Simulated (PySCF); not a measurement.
Species: `CCO[Si@@H]([SiH3])C#N`. The columns A, B, C and D hold Mulliken, IAO, Hirshfeld and ESP-fitted charges (e) of one PBE0/pcSseg-1 density (PySCF), in a shuffled order. Coordinates in Å (GFN2-xTB); the density's dipole moment is (-1.41, -0.36, -3.16) D.

```csv
atom,x,y,z,A,B,C,D
C1,-2.607,0.519,-0.426,-0.424,-0.418,-0.273,-0.119
C2,-1.597,-0.404,0.237,-0.039,+0.304,+0.020,+0.017
O3,-0.307,-0.086,-0.214,-0.641,-0.392,-0.635,-0.216
Si4,1.132,-0.709,0.188,+0.860,+0.425,+0.790,+0.373
Si5,2.589,0.651,-0.954,+0.300,+0.180,+0.170,+0.235
C6,1.332,-0.607,2.056,-0.176,+0.160,-0.227,-0.040
N7,1.440,-0.506,3.193,-0.196,-0.385,-0.203,-0.201
H8,-2.565,0.401,-1.506,+0.149,+0.116,+0.119,+0.044
H9,-2.382,1.554,-0.181,+0.151,+0.117,+0.122,+0.045
H10,-3.608,0.279,-0.079,+0.148,+0.112,+0.114,+0.050
H11,-1.635,-0.295,1.327,+0.133,+0.019,+0.120,+0.040
H12,-1.816,-1.450,-0.007,+0.127,+0.010,+0.110,+0.040
H13,1.148,-2.173,0.006,-0.126,-0.090,-0.080,-0.071
H14,3.947,0.148,-0.728,-0.100,-0.070,-0.061,-0.074
H15,2.360,0.635,-2.401,-0.086,-0.048,-0.046,-0.063
H16,2.562,2.052,-0.523,-0.079,-0.040,-0.040,-0.059
```

Question: Which column most likely holds the ESP-fitted charges?

Answer: B. Σ q r misses the density's dipole by 0.04 D (B), 0.68 D (C), 0.77 D (D), 1.30 D (A). Charges fitted to the outside potential are the only set here that is tied to the molecule's multipoles.

Question: And the Hirshfeld charges?

Answer: D. The mean sizes are 0.105 e (D), 0.180 e (B), 0.196 e (C), 0.233 e (A), and Hirshfeld charges are commonly the smallest of these schemes.

As computed, A = IAO, B = ESP-fitted, C = Mulliken, D = Hirshfeld. Hydrogens on carbon: IAO +0.13 to +0.15, ESP-fitted +0.01 to +0.12, Mulliken +0.11 to +0.12, Hirshfeld +0.04 to +0.05 e.

The Hirshfeld scheme divides the density at each point in proportion to the densities of the neutral, spherically averaged free atoms. The IAO scheme counts the electrons in orthogonalised intrinsic atomic orbitals, a minimal basis polarised so that it spans the occupied orbitals exactly.

One conformer (not necessarily the lowest) at the GFN2-xTB geometry, without solvent, vibrations or thermal averaging.

The values belong to the conformer `[CH3:1][CH2:2][O:3][Si@@H:4]([SiH3:5])[C:6]#[N:7]`: C1–C2–O3–Si4 178°, C2–O3–Si4–Si5 -175°.
